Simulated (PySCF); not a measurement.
## Working out the excitation energy of He

He 1s2 (1S) → He 1s1 2p1 (3P). Calculation: PySCF 2.14, in x2c-TZVPPall with one added diffuse shell each of s, p type (4s3p1d, 18 functions); the spin-free X2C one-electron Hamiltonian (Gaussian nucleus). Frozen: nothing. Energies in hartree (1 hartree = 27.21139 eV):

| part | He (lower) | He (upper) |
| --- | --- | --- |
| UHF | -2.860106 | -2.021772 |
| MP2 opposite-spin | -0.033370 | 0.000000 |
| MP2 same-spin | 0.000000 | -0.001951 |

Q: What does Hartree-Fock give?

A: (-2.021772) − (-2.860106) = 0.838334 hartree = 22.812 eV.

Q: What do MP2 and SCS-MP2 (6/5 opposite-spin, 1/3 same-spin) give?

A: The opposite-spin parts differ by 0.908 eV and the same-spin parts by -0.053 eV. MP2: 22.812 + (0.908) + (-0.053) = 23.667 eV. SCS-MP2: 22.812 + 1.2 × (0.908) + (-0.053)/3 = 23.884 eV.

Measured between the centres of the two terms (NIST): 20.964 eV, so MP2 (valence) is off by 2.703 eV.

What remains against the reference includes basis incompleteness and correlation beyond second order.
